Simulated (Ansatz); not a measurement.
Counterpoise correction, worked out

The pair of CH2O (SMILES C=O, atoms 1–4) and GeH4 (SMILES [GeH4], atoms 5–9), both closed shells, in one local arrangement (a lower one may exist), relaxed at PBE0-D4/def2-TZVP:

C1  (0.067, 0.049, -2.150)
O2  (-0.186, -0.882, -1.442)
H3  (0.067, -0.040, -3.254)
H4  (0.313, 1.047, -1.737)
Ge5  (-0.055, -0.045, 1.707)
H6  (-1.487, -0.511, 1.426)
H7  (0.937, -1.197, 1.511)
H8  (0.035, 0.454, 3.160)
H9  (0.309, 1.126, 0.781)
(Å)

Program: Ansatz 0.2.0. Basis: def2-TZVPPD. Cores are frozen in the correlated methods. Filled d shells of the heavier atoms are correlated. The def2 sets are not built for correlating such inner shells, so the correlated values are less sure here.

CCSD(T) total energies in eV:

| system | geometry | basis functions | energy |
| --- | --- | --- | --- |
| pair | pair | all | -59656.40877 |
| CH2O | as in the pair | all (partner as ghosts) | -3111.35605 |
| GeH4 | as in the pair | all (partner as ghosts) | -56544.98365 |
| CH2O | as in the pair | its own | -3111.34930 |
| GeH4 | as in the pair | its own | -56544.96004 |
| CH2O | free (PBE0-D4 minimum) | its own | -3111.34809 |
| GeH4 | free (PBE0-D4 minimum) | its own | -56544.96253 |

Problem. Work out the interaction energy with and without the counterpoise correction, the superposition error, and the binding energy from the relaxed fragments.

Solution. Without correction: -59656.40877 − (-3111.34930) − (-56544.96004) = -0.09943 eV.
With correction (each fragment in the whole basis): -59656.40877 − (-3111.35605) − (-56544.98365) = -0.06907 eV = -1.59 kcal/mol.
The superposition error is the difference, 0.03036 eV, 31 % of the uncorrected value: each fragment borrows its partner's functions.
Deformation from the free shapes: -0.00121 eV for CH2O and 0.00249 eV for GeH4 (a small negative value is possible, since the free shapes are minima of another method).
Binding energy from relaxed fragments: -0.06907 + (-0.00121) + 0.00249 = -0.06779 eV = -1.56 kcal/mol (electronic, without zero-point energy; negative means bound). For comparison, the corrected interaction energy by CCSD(T) at an estimated basis limit (MP2 extrapolated from triple and quadruple zeta, plus CCSD(T) − MP2 in triple zeta) is -0.079 eV; triple zeta with the correction binds less.

No T1 diagnostic of these runs exceeds 0.017.

For scale, one of the runs: CCSD(T)/def2-TZVPPD, 233 basis functions, launched by `ansatz run in.yaml --threads 4 --pin off --events-out ev --progress --plain --max-ram 9574MiB`. Hardware: 4 CPU threads of an Arm Neoverse V2, shared host. Wall time 110 s; peak host memory 4.1 GiB.
